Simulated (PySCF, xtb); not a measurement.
# FGaH2In+: which of two structures lies lower

We compare I, a singlet given by its coordinates, with II, a singlet given by its coordinates. Both are isolated ions in the gas phase, relaxed with PBE0-D4/def2-SVP.

I (Å):

```
atom    x (Å)    y (Å)    z (Å)
   F  -0.4071   0.5422  -0.8031
  Ga   0.1655  -0.9799   0.1139
  In  -1.1064   2.4175  -1.9092
   H   1.6926  -1.0805  -0.0808
   H  -1.0832  -1.6184   0.7567
```

Close contacts (Å): F1–Ga2 1.87, F1–In3 2.29, Ga2–H4 1.54, Ga2–H5 1.54.

II (Å):

```xyz
5

F    -0.6982   -0.4116   -0.8894
Ga   -2.0099   -0.7173   -2.3129
In    0.7479   -0.0687    0.6867
H    -0.2788    0.4187    1.9294
H     2.1684   -0.4634   -0.1269
```

Close contacts (Å): F1–Ga2 1.96, F1–In3 2.17, In3–H4 1.68, In3–H5 1.68.

Task: Which of the two would you expect CCSD(T)/def2-SVP + ΔMP2/def2-TZVPP electronic energies to favour?

Result: Structure I; the calculation gives E(II) − E(I) = +1.099 eV.

Level by level:

```json
{"level": "PBE0-D4/def2-SVP", "geometry": "PBE0-D4/def2-SVP", "E(II) − E(I) (eV)": "+0.928", "departure from the last row (eV)": "−0.171", "job, with rough time for the two": "optimisation, 55 s"}
{"level": "HF/def2-SVP", "geometry": "PBE0-D4/def2-SVP", "E(II) − E(I) (eV)": "+0.977", "departure from the last row (eV)": "−0.122", "job, with rough time for the two": "part of the CCSD(T) run"}
{"level": "MP2/def2-SVP", "geometry": "PBE0-D4/def2-SVP", "E(II) − E(I) (eV)": "+0.945", "departure from the last row (eV)": "−0.154", "job, with rough time for the two": "part of the CCSD(T) run"}
{"level": "CCSD(T)/def2-SVP", "geometry": "PBE0-D4/def2-SVP", "E(II) − E(I) (eV)": "+0.904", "departure from the last row (eV)": "−0.195", "job, with rough time for the two": "single point"}
{"level": "CCSD(T)/def2-SVP + ΔMP2/def2-TZVPP", "geometry": "PBE0-D4/def2-SVP", "E(II) − E(I) (eV)": "+1.099", "departure from the last row (eV)": "", "job, with rough time for the two": "single point, 22 s"}
```

The levels shown agree on the order. The largest departure from CCSD(T)/def2-SVP + ΔMP2/def2-TZVPP is that of CCSD(T)/def2-SVP, 0.195 eV. Levels run at GFN2-xTB geometries aren't shown. The last row adds to CCSD(T) the change of the MP2 difference between the two basis sets, here +0.195 eV, a large step that makes the value less sure.

With thermal terms from frequencies at re-optimised GFN2-xTB minima (ideal gas, soft modes damped towards free rotors, one conformer each, 298.15 K, 1 atm): on the last row, ΔE + ΔZPE = +1.062, ΔH = +1.069, ΔG = +1.054 eV.

The correlated steps freeze 14 core orbitals; the filled d shell of Ga and In is correlated, in a basis made for valence electrons. Atoms past krypton carry core potentials in the def2 sets and no spin–orbit term is included. Run with PySCF 2.14.0, xtb 6.7.1; the last row on 2 threads of INTEL(R) XEON(R) PLATINUM 8581C CPU @ 2.30GHz (Emerald Rapids) on a shared host.
